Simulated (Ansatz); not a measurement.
Calculated with Ansatz (gas phase, PBE0-D4/def2-TZVP geometries, no zero-point term in ΔE). CCSD(T)/CBS adds triple-zeta CCSD(T) − MP2 to the extrapolated MP2 energy (def2 sets, frozen cores). This one scheme is used for every species. One conformer a species, not always the lowest.

Consider the ligand exchange at the Si–N bond: `C=CN(C)[SiH2]Cl` + PH₃ → `P[SiH2]Cl` + `C=CNC`.

`C=CN(C)[SiH2]Cl`:

Cartesian coordinates in Å:
```
C 1.654 -0.414 1.376
C 0.490 0.172 1.089
N -0.282 -0.032 -0.043
C 0.220 -0.962 -1.031
Si -1.616 0.982 -0.408
Cl -1.117 2.581 -1.612
H 2.138 -1.119 0.714
H 2.147 -0.184 2.309
H 0.058 0.879 1.792
H -0.495 -1.057 -1.849
H 1.177 -0.627 -1.446
H 0.367 -1.950 -0.584
H -2.610 0.197 -1.170
H -2.131 1.534 0.862
```

PH₃:

Z-matrix (Å, degrees):
```
P
H 1 1.420
H 1 1.420 2 93.1
H 1 1.420 2 93.1 3 93.3
```

`P[SiH2]Cl`:

Cartesian coordinates in Å:
```
P -1.020 1.039 0.473
Si 0.218 -0.701 -0.222
Cl -0.258 -1.078 -2.188
H -0.189 1.987 -0.181
H -0.294 1.122 1.695
H -0.138 -1.896 0.582
H 1.681 -0.473 -0.159
```

`C=CNC`:

Cartesian coordinates in Å:
```
C 1.534 -0.251 1.251
C 0.734 -0.340 0.187
N -0.628 -0.155 0.159
C -1.251 0.316 -1.054
H 1.163 0.041 2.227
H 2.582 -0.498 1.165
H 1.147 -0.630 -0.777
H -1.009 0.241 1.004
H -1.020 1.365 -1.292
H -0.919 -0.299 -1.893
H -2.334 0.210 -0.977
```

```json
{"species": "`C=CN(C)[SiH2]Cl`", "HF/def2-QZVPP energy (Eh)": "-921.31811"}
{"species": "PH₃", "HF/def2-QZVPP energy (Eh)": "-342.49389"}
{"species": "`P[SiH2]Cl`", "HF/def2-QZVPP energy (Eh)": "-1091.61940"}
{"species": "`C=CNC`", "HF/def2-QZVPP energy (Eh)": "-172.17216"}
```

Problem. Work out ΔE.

Solution. ΔE = (-1091.61940) + (-172.17216) − (-921.31811) − (-342.49389) = 0.02044 Eh = +53.7 kJ/mol. CCSD(T)/CBS gives +55.2 kJ/mol.

Largest T1 diagnostic among the species: 0.013.

In def2-TZVPP, CCSD(T) changes the Hartree–Fock value by +6.0 kJ/mol (the triples alone add +0.7 kJ/mol) and MP2 by +10.2 kJ/mol. At CCSD(T), def2-SVP lies +4.7 kJ/mol from the extrapolated value and def2-TZVPP +3.6 kJ/mol. The D4 term adds +8.7 kJ/mol with B3LYP and +5.2 kJ/mol with PBE0; it sums over pairs of atoms, weighted by their polarisabilities, and B3LYP, whose exchange is more repulsive, gets the larger term.

B3LYP here is the variant with VWN-RPA as its local correlation; programs differ in this.
